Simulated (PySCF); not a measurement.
SMILES [SiH3]CC[SiH3] (GFN2-xTB optimised geometry):

```
14

Si     2.197    -0.705     0.000
C      0.296    -0.705     0.000
C     -0.295     0.706     0.000
Si    -2.197     0.706     0.003
H      2.681    -0.014    -1.197
H      2.688    -2.085     0.007
H      2.681    -0.002     1.191
H     -0.074    -1.248    -0.873
H     -0.074    -1.248     0.873
H      0.075     1.249     0.872
H      0.073     1.248    -0.874
H     -2.683     0.011    -1.192
H     -2.688     2.085     0.007
H     -2.678     0.006     1.196
```

Method: PBE0/def2-TZVP in PySCF.

Task: What are the frontier orbital energies and the dipole moment?

Result: HOMO-2 -9.49 eV, HOMO-1 -9.46 eV, HOMO -7.88 eV, LUMO 0.37 eV, LUMO+1 0.89 eV; dipole moment 0.00 D.

Meta-Löwdin charges at PBE0/def2-TZVP: Si1 0.48, C2 -0.43, C3 -0.43, Si4 0.48, H5 -0.10, H6 -0.10, H7 -0.10, H8 0.12, H9 0.12, H10 0.12, H11 0.12, H12 -0.10, H13 -0.10, H14 -0.10.
